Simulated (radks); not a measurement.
Values are calculated unless marked as measured or tabulated.
How relativity changes the ionisation of neutral antimony ([Kr] 4d10 5s2 5p3) to Sb+ ([Kr] 4d10 5s2 5p2). Spin-unpolarised spherical Kohn-Sham, PBE, point nucleus unless stated (finite: rms radius 4.6802 fm), a radial shooting solver on a logarithmic mesh with Libxc functionals. A level marked "c x" has the speed of light scaled by that factor and shares open shells by 2j + 1; other Dirac levels either fill j = l - 1/2 first or share by 2j + 1.

level                               E(Sb) (hartree)  E(Sb+) (hartree)  IE (eV)   HOMO  <r> HOMO (bohr)
non-rel.                                -6315.39408       -6315.08647    8.370     5p            2.935
scalar-rel.                             -6481.45088       -6481.14523    8.317     5p            2.920
scalar-rel., finite nucleus             -6481.26863       -6480.96297    8.317     5p            2.919
Dirac, 2j+1 shares                      -6483.49700       -6483.19074    8.334  5p3/2            2.966
Dirac, low j first                      -6483.51920       -6483.22668    7.960  5p3/2            2.982
Dirac, 2j+1 shares, finite nucleus      -6483.31418       -6483.00792    8.334  5p3/2            2.966
Dirac, c x 0.75                         -6632.63960       -6632.33383    8.320  5p3/2            2.997
Dirac, c x 1.25                         -6420.24507       -6419.93840    8.345  5p3/2            2.954
Dirac, c x 3                            -6332.95462       -6332.64719    8.366  5p3/2            2.938

NIST Atomic Spectra Database: 8.608 eV (measured). The relativistic part of the total energy of Sb is -167.9 hartree (Dirac, 2j+1 shares, finite nucleus), 2.7 % of the non-relativistic value. Spin polarisation and multiplet splitting of open shells are left out at every level.

Beside tabulated values, note that relativity, absent from the non-relativistic runs, is large for the heavy elements, and spin-unpolarised runs miss the spin-polarisation part of the exchange energy of open shells.
